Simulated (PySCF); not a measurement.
Species: 1,1-bromofluoroethene, C2H2BrF.
Numbering: `[CH2:1]=[C:2]([F:3])[Br:4]` (hydrogens: H5, H6 on C1)

Cartesian coordinates in Å at the PBE0-D3(BJ)/def2-SVP level; atoms count from 1:
```xyz
6
C2H2BrF angstrom
C     -0.6172   -0.4167    0.2282
C      0.4273    0.3445   -0.0720
F      0.8621    1.3108    0.7123
Br     1.4494    0.1810   -1.6373
H     -1.1466   -0.2411    1.1665
H     -0.9453   -1.2060   -0.4452
```

Method: EOM-EE-CCSD/aug-cc-pVDZ in PySCF, restricted Hartree–Fock reference, frozen core, non-relativistic, gas phase, PBE0-D3(BJ)/def2-SVP geometry.

**Question.** What does EOM-EE-CCSD give for the lowest vertical excitations?

**Answer.** 
| state | E (eV) | Eh | main singles (HF orbitals, share of the singles part) |
| --- | --- | --- | --- |
| singlet 1 | 6.07 | 0.2232 | HOMO→LUMO+3 23 %, HOMO→LUMO+2 18 %, HOMO→LUMO+13 12 % |
| singlet 2 | 6.82 | 0.2506 | HOMO→LUMO 68 %, HOMO→LUMO+3 10 % |
| singlet 3 | 7.07 | 0.2597 | HOMO→LUMO+4 68 %, HOMO→LUMO+12 13 % |
| singlet 4 | 7.16 | 0.2632 | HOMO-1→LUMO+3 20 %, HOMO-1→LUMO+2 19 %, HOMO-1→LUMO+13 11 % |
| triplet 1 | 4.41 | 0.1620 | HOMO→LUMO+12 40 %, HOMO→LUMO+4 39 % |
| triplet 2 | 5.69 | 0.2092 | HOMO→LUMO+3 20 %, HOMO→LUMO+2 16 %, HOMO→LUMO+13 13 % |

**Question.** What is the vertical gap between the lowest excited singlet and the lowest triplet?

**Answer.** 6.07 − 4.41 = 1.66 eV (160 kJ/mol).

The first EOM-IP-CCSD ionisation energy is 9.93 eV, 2.77 eV above the highest singlet listed and 3.86 eV above the lowest.

T1 diagnostic 0.011. EOM-CCSD puts states of mainly double-excitation character too high. An iterative search for so few roots can pass over a low state.
